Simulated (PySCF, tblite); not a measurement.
Isomers of C7H10F (doublet state), one GFN2-xTB conformer each. Single-point energies are computed at B3LYP/pcH-1 (PySCF, gas phase, no added dispersion term), electronic only. GFN2-xTB treats the open shell by occupation alone, and not every SCF solution was tested for stability.

```csv
SMILES,GFN2-xTB relative energy (kJ/mol)
CC1=C[C](CF)CC1,0.0
C[C@@H]1[C]2CC[C@H]2[C@H]1F,144.9
[CH2]C1=C(CC)[C@H]1CF,196.4
```

Conformers: `[CH3:1][C:2]1=[CH:3][C:4]([CH2:5][F:6])[CH2:7][CH2:8]1` (doublet state) with C3–C4–C5–F6 116°; `[CH2:1][C:2]1=[C:3]([CH2:4][CH3:5])[C@H:6]1[CH2:7][F:8]` (doublet state) with H–C1–C2–C3 -179° and 1°, C2–C3–C4–C5 -111°, C3–C6–C7–F8 -82°.

Q: What does B3LYP/pcH-1 give for the same structures?

A: 
| SMILES | B3LYP/pcH-1 E (Eh) | B3LYP/pcH-1 (kJ/mol) | GFN2-xTB (kJ/mol) | point group |
| --- | --- | --- | --- | --- |
| CC1=C[C](CF)CC1 | -372.58530 | 0.0 | 0.0 | C1 |
| [CH2]C1=C(CC)[C@H]1CF | -372.51609 | 181.7 | 196.4 | C1 |
| C[C@@H]1[C]2CC[C@H]2[C@H]1F | -372.50414 | 213.1 | 144.9 | C1 |

Both levels put the same isomer lowest; measured from each level's own lowest isomer, the values differ by up to 68.2 kJ/mol (C[C@@H]1[C]2CC[C@H]2[C@H]1F: 144.9 against 213.1). As drawn, the highest has a four-membered ring, which the lowest lacks.

Q: What happens when harmonic zero-point energies from GFN2-xTB frequencies are added?

A: 
| SMILES | ZPE (kJ/mol) | electronic (kJ/mol) | with ZPE (kJ/mol) |
| --- | --- | --- | --- |
| CC1=C[C](CF)CC1 | 388.9 | 0.0 | 0.0 |
| [CH2]C1=C(CC)[C@H]1CF | 382.7 | 181.7 | 175.4 |
| C[C@@H]1[C]2CC[C@H]2[C@H]1F | 395.1 | 213.1 | 219.2 |

The zero-point energies span 12.4 kJ/mol. The order is unchanged.
